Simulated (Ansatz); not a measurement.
`CCBS[SiH3]` → `BS[SiH3]` + ethylene at 400 K and 1 bar (β-hydride elimination).

Isolated molecules relaxed with PBE0-D4/def2-TZVP in Ansatz; ΔE leaves out vibrations. CCSD(T)/CBS adds triple-zeta CCSD(T) − MP2 to the extrapolated MP2 energy (def2 sets, frozen cores). This one scheme is used for every species. One conformer a species, not always the lowest.

```
     species  CCSD(T)/CBS energy (Eh)  H − E (kJ/mol)  S (J/(mol·K))
`CCBS[SiH3]`               -793.21725           315.2          423.3
  `BS[SiH3]`               -714.68055           151.5          334.3
       `C=C`                -78.48111           149.4          232.7
```

H − E and S are ideal-gas, rigid-rotor, harmonic terms from PBE0-D4/def2-TZVP, for one conformer and one mirror image of each species. 1 Eh = 2625.50 kJ/mol, R = 8.31446 J/(mol·K).

Problem. By hand: ΔE, ΔH, ΔS and ΔG.

Solution. ΔE = (-714.68055) + (-78.48111) − (-793.21725) = 0.05559 Eh = 146.0 kJ/mol. Δ(H − E) = 151.5 + 149.4 − 315.2 = -14.3, so ΔH = 131.7 kJ/mol. ΔS = 334.3 + 232.7 − 423.3 = 143.7 J/(mol·K). ΔG = 131.7 − 400 × (143.7)/1000 = 74.2 kJ/mol.

Problem. By hand: the equilibrium constant, and the temperature at which ΔG would vanish if ΔH and ΔS stayed fixed.

Solution. log₁₀ K = −ΔG/(RT ln 10) = -9.7. ΔG = 0 at ΔH/ΔS = 916 K.

The number of gas molecules changes by +1, which sets the sign of ΔS. A doubt of 5 kJ/mol in ΔE shifts log₁₀ K by 0.7 here. Other conformers and mirror images would add mixing entropy, several J/(mol·K) or more a flexible species. Modes under 60 cm⁻¹, often nearly free rotors, make the harmonic entropy too high. These are equilibria of isolated gas molecules and say nothing of rates. Largest T1 diagnostic: 0.014 (customary marks: 0.02 for closed shells, 0.045 for open ones).
